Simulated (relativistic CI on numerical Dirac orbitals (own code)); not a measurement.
**The spin-orbit constant of Sc I from its measured fine structure**

Problem. The ground term 2D of Sc I (3d 4s2) has the measured levels J = 3/2: 0.0, J = 5/2: 168.3 cm⁻¹ (NIST Handbook of Basic Atomic Spectroscopic Data (Sansonetti and Martin, J. Phys. Chem. Ref. Data 34, 1559 (2005))). Test the interval rule and estimate ζ(3d).

Working.
1. In LS coupling E(J) − E(J − 1) = AJ. The intervals give A = 67.3 (J = 5/2) cm⁻¹.
2. A doublet has one interval, so the rule cannot be tested.
3. The whole width divided by the sum of the upper J values gives a mean A = 67.3 cm⁻¹.
4. For the Hund term of a shell that is less than half full, A = +ζ/2S with 2S = 1, so ζ = 67 cm⁻¹.

Check. The value calculated from Dirac-Coulomb-Breit radial functions of this configuration is ζ = 59 cm⁻¹, 12 % below the estimate from measurement. The same recipe applied to the calculated levels returns 59 cm⁻¹, which shows the bias of the recipe itself.
